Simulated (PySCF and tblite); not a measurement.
Values are calculated unless marked as measured or tabulated.
C₆H₈O₂, numbered as in [CH3:1][O:2][C:3]1=[CH:4][CH2:5][CH2:6][C:7]1=[O:8].

Free energies: PBE0-D3(BJ)/def2-SVP (IEF-PCM, acetone) on GFN2-xTB structures plus GFN2-xTB thermal terms, symmetry and mirror images included. Conformers within 3 kcal/mol (GFN2-xTB free energy) were kept, 10 at most. (PySCF 2.14, tblite 0.8.)

Torsions listed: C1–O2–C3–C4. The 5-ring runs over atoms 3–4–5–6–7.

| conformer | shape | symmetry |
| --- | --- | --- |
| 1 | 5-ring flat; 0° | Cs |
| 2 | 5-ring flat; 180° | Cs |

Q: Which of these conformers is the most populated at 298.15 K, and with what share?

A: Conformer 1, about 100 %.

Q: Give the DFT energies and free energies relative to the lowest, and all weights.

A: 
| conformer | shape | E(DFT) kcal/mol | G(298.15 K) kcal/mol | weight % |
| --- | --- | --- | --- | --- |
| 1 | 5-ring flat; 0° | 0.00 | 0.00 | 99.6 |
| 2 | 5-ring flat; 180° | 3.30 | 3.23 | 0.4 |

Q: How does its share change from 180 K to 400 K?

A: From 100 % to 98 %; the mixing entropy goes from 0.00 to 0.17 cal/(mol K).


Conformer gaps in def2-SVP on xTB geometries can be 2 kcal/mol too large for S=O, P=O and other polar bonds.